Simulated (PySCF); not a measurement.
# Electron correlation in N²⁺ (nitrogen, charge +2)

[He] 2s2 2p1, 2P determinant. Calculation: PySCF 2.14, in aug-cc-pVQZ; no relativity, point nucleus. Frozen: 1s2; 3 electrons correlated.

```tsv
level	correlation energy (mhartree)
CCSD	-86.64
(T)	-1.16
CCSD(T)	-87.80
```

Diagnostics: T1 = 0.0073, D1 = 0.0136, largest double amplitude 0.135.

Cost of the coupled-cluster step: of the order of 15 core-seconds, for 3 correlated electrons.

Iterations:

```
CC2 = 0
CCSD nocc = (np.int64(2), np.int64(1)), nmo = (79, 79)
frozen orbitals [[0], [0]]
max_cycle = 100
direct = 0
conv_tol = 1e-08
conv_tol_normt = 1e-06
diis_space = 8
diis_start_cycle = 0
Init t2, MP2 energy = -0.0610807662426903
Init E_corr(UCCSD) = -0.0610807662431798
cycle = 1  E_corr(UCCSD) = -0.0753276711783676  dE = -0.0142469049  norm(t1,t2) = 0.0499725
cycle = 2  E_corr(UCCSD) = -0.0811875350974032  dE = -0.00585986392  norm(t1,t2) = 0.0247749
cycle = 3  E_corr(UCCSD) = -0.0867084199050343  dE = -0.00552088481  norm(t1,t2) = 0.0127207
cycle = 4  E_corr(UCCSD) = -0.0866147043715236  dE = 9.37155335e-05  norm(t1,t2) = 0.000847032
cycle = 5  E_corr(UCCSD) = -0.0866508394919408  dE = -3.61351204e-05  norm(t1,t2) = 0.000115098
cycle = 6  E_corr(UCCSD) = -0.0866365038170466  dE = 1.43356749e-05  norm(t1,t2) = 2.68254e-05
cycle = 7  E_corr(UCCSD) = -0.0866406320144127  dE = -4.12819737e-06  norm(t1,t2) = 9.19947e-06
cycle = 8  E_corr(UCCSD) = -0.0866406039094542  dE = 2.81049585e-08  norm(t1,t2) = 6.52087e-07
cycle = 9  E_corr(UCCSD) = -0.0866405084248711  dE = 9.54845831e-08  norm(t1,t2) = 2.11191e-07
cycle = 10  E_corr(UCCSD) = -0.0866405208741438  dE = -1.24492727e-08  norm(t1,t2) = 3.30734e-08
cycle = 11  E_corr(UCCSD) = -0.0866405197770161  dE = 1.09712767e-09  norm(t1,t2) = 1.22341e-08
UCCSD converged
E(UCCSD) = -52.90658822943356  E_corr = -0.08664051977701612
UCCSD(T) correction = -0.00116090869973433
```
